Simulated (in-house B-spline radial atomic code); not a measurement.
Results of a calculation; reference values are marked as such.
## Softness against transferability: the 4s channel of Zn

Zn, [Ar] 3d10 4s2, non-relativistic PBE, spherical and spin-unpolarised, from a B-spline radial code for spherical atoms (atomic units). The all-electron 4s level is ε = -0.214083 hartree, its outermost node lies just inside 0.87 bohr and its outer maximum at 2.12 bohr.

Troullier-Martins pseudo-orbitals are made for several radii. The cutoffs (hartree) are the plane-wave energies beyond which the orbital holds less than the named kinetic energy per electron. The phase error is the difference, pseudo minus all-electron, of arctan(R P'/P) at R = 3.27 bohr for all radii, half a hartree below and above the level.

```csv
r_c (bohr),V_l(0) (hartree),cutoff for 10 mEh,for 1 mEh,for 0.1 mEh,phase error at ε − 0.5 (mrad),at ε + 0.5 (mrad)
1.59,0.33,3.59,13.3,29.5,-0.3,-3.3
1.85,2.44,3.59,10.4,16.1,-0.2,-2.4
2.12,1.72,3.38,9.68,14.8,-0.3,-3.4
2.4,0.86,2.88,5.78,12.3,-0.6,-7.3
2.67,0.33,2.25,4.26,10,-1.4,-14.7
2.97,-0.01,1.41,3.38,8,-2.9,-28.1
```

Which radius needs the lowest cutoff for 0.1 mEh while both phase errors stay within 7.4 mrad?

The radii within that limit are 1.59, 1.85, 2.12, 2.4 bohr; of these r_c = 2.4 needs the least, 12.3 hartree, that is 24.6 Ry or 335 eV.

What does the larger radius buy, and what does it cost?

From r_c = 1.59 to 2.97 bohr the cutoff for 1 mEh goes from 13.3 to 3.38 hartree, a factor of 3.93, against 3.49 for a pure 1/r_c² scaling, end to end; step by step it is 13.3, 10.4, 9.68, 5.78, 4.26, 3.38, and for 0.1 mEh 29.5, 16.1, 14.8, 12.3, 10, 8; the number of plane waves goes as the cutoff to the power 3/2, here a factor of 7.8. The larger of the two phase errors is least at r_c = 1.85 bohr, 2.4 mrad; it is 3.3 at the smallest radius and 28.1 at the largest. These errors test the reference atom alone. Large radii also let the cores of neighbours overlap, which an atom doesn't show.
